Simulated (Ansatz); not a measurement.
Basis sets compared for Cd3S4. The state is a singlet with charge 0. Geometry PBE-D4/def2-SVP. Ansatz on 4 threads of Arm Neoverse V2 on a shared host; times are rough, and most runs start from earlier orbitals.

```xyz
7

Cd   -1.1553    0.6370   -1.4113
Cd    1.6982   -0.5887    0.7084
Cd   -1.3108   -0.1180    1.6954
S    -2.9849    0.1343    0.0240
S     0.7446   -0.3362    2.8734
S     1.0548    1.0697   -2.2264
S     1.9534   -0.7980   -1.6636
```

In the def2 sets Cd takes a core potential; there is no spin–orbit coupling. The structure comes from a short search, and lower isomers may exist.

Binding counts from free atoms (Cd singlet, S triplet) in the same basis, without a counterpoise term.

```
                          level  functions  energy (Eh)  HOMO (eV)  LUMO (eV)  binding per atom (eV)  wall time
                PBE-D4/def2-SVP        165   -2094.9869      -5.53      -3.10                   2.12      2.4 s
               PBE-D4/def2-TZVP        268   -2095.6651      -5.58      -3.13                   2.12      3.8 s
              BLYP-D4/def2-TZVP        268   -2096.2138      -5.41      -3.05                   1.89      4.3 s
               PBE0-D4/def2-SVP        165   -2095.0819      -6.54      -2.36                   2.05      4.3 s
PBE0-D4/def2-TZVP (with forces)        268   -2095.7510      -6.57      -2.36                   2.07       14 s
```

Q: Estimate the rows for PBE-D4/def2-TZVPD, BLYP-D4/def2-TZVPD, PBE0-D4/def2-TZVPD.

A: 
| level | functions | energy (Eh) | HOMO (eV) | LUMO (eV) | binding per atom (eV) | wall time |
| --- | --- | --- | --- | --- | --- | --- |
| PBE-D4/def2-TZVPD | 304 | -2095.6675 | -5.62 | -3.17 | 2.12 | 6 s |
| BLYP-D4/def2-TZVPD | 304 | -2096.2164 | -5.47 | -3.11 | 1.89 | 8 s |
| PBE0-D4/def2-TZVPD | 304 | -2095.7531 | -6.59 | -2.40 | 2.07 | 13 s |
